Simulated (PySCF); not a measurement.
## Electron correlation in Sb⁺ (antimony, charge +1)

[Kr] 4d10 5s2 5p2, high-spin 3P determinant. Computed with PySCF 2.14 in ANO-RCC-VTZP (7s6p4d2f1g, 68 functions), with the spin-free X2C one-electron Hamiltonian (Gaussian nucleus). Frozen: [Ar] 3d10; 22 electrons correlated.

| level | correlation energy (mhartree) |
| --- | --- |
| CCSD | -619.49 |
| (T) | -13.48 |
| CCSD(T) | -632.97 |

Diagnostics: T1 = 0.0072, D1 = 0.0338, largest double amplitude 0.073.

Task: Is a single reference adequate?

Result: Mostly. T1 lies below 0.03, but a double amplitude of this size points to a near-degeneracy that CCSD handles and MP2 describes poorly.
